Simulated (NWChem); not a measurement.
System: CH$_{2}$NO, doublet; SMILES O=[C]N

NWChem printed, in part:

```
             Northwest Computational Chemistry Package (NWChem) 7.3.0
             --------------------------------------------------------

 CS  symmetry detected

                             Geometry "geometry" -> ""
                             -------------------------

 Output coordinates in angstroms (scale by  1.889725989 to convert to a.u.)

  No.       Tag          Charge          X              Y              Z
 ---- ---------------- ---------- -------------- -------------- --------------
    1 N                    7.0000     0.09958383     1.08019209     0.00000000
    2 C                    6.0000    -0.38824793    -0.14656674     0.00000000
    3 O                    8.0000     0.13154468    -1.22913009     0.00000000
    4 H                    1.0000     1.10106713     1.27993266     0.00000000
    5 H                    1.0000    -0.52102381     1.87116380     0.00000000

 Effective nuclear repulsion energy (a.u.)      64.4555742132

      Symmetry information
      --------------------

 Group name             Cs
 Group number              2
 Group order               2
 No. of unique centers     5

  pbe96 is a nonlocal functional; adding pw91lda local functional.

                           NWChem Geometry Optimization
                           ----------------------------

 maximum gradient threshold         (gmax) =   0.000450
 rms gradient threshold             (grms) =   0.000300
 maximum cartesian step threshold   (xmax) =   0.001800
 rms cartesian step threshold       (xrms) =   0.001200
 fixed trust radius                (trust) =   0.300000
 source of zmatrix                         =

          -------------------
          Energy Minimization
          -------------------

 Using diagonal initial Hessian

          --------
          Step   0

                                 NWChem DFT Module
                                 -----------------

 Summary of "ao basis" -> "ao basis" (spherical)
 ------------------------------------------------------------------------------
       Tag                 Description            Shells   Functions and Types
 ---------------- ------------------------------  ------  ---------------------
 N                           6-31g*                  6       14   3s2p1d
 C                           6-31g*                  6       14   3s2p1d
 O                           6-31g*                  6       14   3s2p1d
 H                           6-31g*                  2        2   2s

      Symmetry analysis of basis
      --------------------------

        a'         34
        a"         12

            General Information
            -------------------
          SCF calculation type: DFT
          Wavefunction type:  spin polarized.
          No. of atoms     :     5
          No. of electrons :    23
           Alpha electrons :    12
            Beta electrons :    11
          Charge           :     0
          Spin multiplicity:     2
          Use of symmetry is: on ; symmetry adaption is: on
          Maximum number of iterations: 150
          AO basis - number of functions:    46
                     number of shells:    22
          Convergence on energy requested:  1.00D-06
          Convergence on density requested:  1.00D-05
          Convergence on gradient requested:  5.00D-04

              XC Information
              --------------
          PerdewBurkeErnzerhof Exchange Functional  1.000
            Perdew 1991 LDA Correlation Functional  1.000 local
           PerdewBurkeErnz. Correlation Functional  1.000 non-local

[...]

      ----------------------
      Optimization converged
      ----------------------

  Step       Energy      Delta E   Gmax     Grms     Xrms     Xmax
  ---- ---------------- -------- -------- -------- -------- --------
@    6    -169.04206738 -1.3D-07  0.00006  0.00003  0.00040  0.00099
                                     ok       ok       ok       ok

                         Geometry "geometry" -> "geometry"
                         ---------------------------------

 Output coordinates in angstroms (scale by  1.889725989 to convert to a.u.)

  No.       Tag          Charge          X              Y              Z
 ---- ---------------- ---------- -------------- -------------- --------------
    1 N                    7.0000     0.09571418     1.08898740     0.00000000
    2 C                    6.0000    -0.41723531    -0.15920209     0.00000000
    3 O                    8.0000     0.15893912    -1.22690842     0.00000000
    4 H                    1.0000     1.10860149     1.25955671     0.00000000
    5 H                    1.0000    -0.52309557     1.89315812     0.00000000

 Effective nuclear repulsion energy (a.u.)      63.7408559556

      Symmetry information
      --------------------

 Group name             Cs
 Group number              2
 Group order               2
 No. of unique centers     5

 ==============================================================================
                                internuclear distances
 ------------------------------------------------------------------------------
       center one      |      center two      | atomic units |  angstroms
 ------------------------------------------------------------------------------
    2 C                |   1 N                |     2.55015  |     1.34948
    3 O                |   2 C                |     2.29271  |     1.21325
    4 H                |   1 N                |     1.94103  |     1.02715
    5 H                |   1 N                |     1.91750  |     1.01470
 ------------------------------------------------------------------------------
                         number of included internuclear distances:          4
 ==============================================================================
```

Level: PBE/6-31G* (spherical d), spin-unrestricted. In the optimisation the excess spin sits in a' (Cs, its own frame). No stability test was run on the SCF state.

Task: Which NWChem input produces such a log?

Result: Several could match; the one computed here: the input that was run:
```
start job
memory heap 200 mb stack 900 mb global 1100 mb
geometry units angstroms noautoz
  N     -1.155754     0.042327     0.006681
  C      0.098464    -0.369776     0.001644
  O      1.147273     0.215058    -0.008187
  H     -1.416229     1.029747     0.002252
  H     -1.907368    -0.625350     0.015278
end
basis spherical
  * library 6-31g*
end
dft
  odft
  mult 2
  xc xpbe96 cpbe96
  iterations 150
end
driver
  maxiter 150
end
task dft optimize
```
